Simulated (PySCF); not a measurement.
**Where the electron goes**

C₅H₇ClSSi.
Cartesian coordinates in Å at the GFN2-xTB level; atoms count from 1:
```xyz
15
C5H7ClSSi angstrom
Cl    -4.2040    0.3476   -0.1032
C     -2.4750    0.7320    0.1095
Si    -1.4266   -0.6994   -0.5993
C      0.3704   -0.2046   -0.3984
C      1.4557   -1.0140   -0.2232
C      2.6801   -0.3204   -0.1385
C      2.5200    1.0231   -0.2564
S      0.8739    1.4582   -0.4694
H     -2.3201    0.8862    1.1754
H     -2.2999    1.6761   -0.4019
H     -1.7665   -0.8679   -2.0142
H     -1.6852   -1.9158    0.1722
H      1.3713   -2.0838   -0.1535
H      3.6326   -0.7992    0.0032
H      3.2688    1.7899   -0.2298
```

Method used: TDDFT PBE0/def2-SVPD, vertical, gas phase, core orbitals frozen in the response in PySCF.

Frontier orbitals with the atoms that hold most of them (Löwdin shares over 4%, at most four atoms; ? is withheld):

| orbital | ε (eV) | atoms |
| --- | --- | --- |
| HOMO-3 | -8.57 | Cl1 78%, C2 14% |
| HOMO-2 | -8.14 | Cl1 60%, C2 18%, Si3 9% |
| HOMO-1 | -7.59 | S8 44%, C5 19%, C6 17%, C4 8% |
| HOMO | ? | ? |
| LUMO | -0.99 | ? |
| LUMO+1 | 0.05 | Cl1 28%, S8 22%, C2 14%, Si3 9% |
| LUMO+2 | 0.31 | S8 36%, Si3 16%, C4 9%, C2 7% |

Problem. Give the leading atoms of the HOMO.

Solution. C4 (bonded to C, S and Si) 27%; C7 (bonded to C, S and H) 26%; C6 (bonded to 2 C and H) 14%; C5 (bonded to 2 C and H) 13%.

Problem. Which atoms hold the LUMO, and with what shares?

Solution. S8 (bonded to 2 C) 20%; C4 (bonded to C, S and Si) 20%; C7 (bonded to C, S and H) 20%; C5 (bonded to 2 C and H) 14%. By element: carbon 54% or more, sulfur 20%.

Problem. What is the HOMO energy, and the HOMO–LUMO gap?

Solution. ε(HOMO) = -7.18 eV; the gap is 6.19 eV (0.2276 hartree).

Problem. The HOMO–LUMO gap is 6.19 eV. Where does the response calculation put the lowest singlet, and from which orbitals?

Solution. S1 is at 5.52 eV (f = 0.182), 0.67 eV below the gap, made of HOMO→LUMO (88%). Without the coupling terms of the response equations the lowest excitation would equal the gap.

Problem. One configuration dominates each of S1, S2, S3 and S4. Which, and how do the shares of the two leading atoms of either orbital change from the occupied to the empty one?

Solution. 
- S1 (5.52 eV, f 0.182), HOMO→LUMO (88%): C4 27% → 20%, C7 26% → 20%, S8 at most 14% → 20%
- S2 (5.74 eV, f 0.086), HOMO-1→LUMO (79%): S8 44% → 20%, C5 19% → 14%, C4 8% → 20%
- S3 (6.07 eV, f 0.0037), HOMO→LUMO+1 (72%): C4 27% → at most 10%, C7 26% → at most 10%, Cl1 at most 14% → 28%, S8 at most 14% → 22%
- S4 (6.27 eV, f 0.0026), HOMO-2→LUMO (92%): Cl1 60% → at most 15%, C2 18% → at most 15%, S8 at most 4% → 20%, C4 at most 4% → 20%

Löwdin shares depend on the basis, the more so with diffuse functions.

One conformer stands for the species.
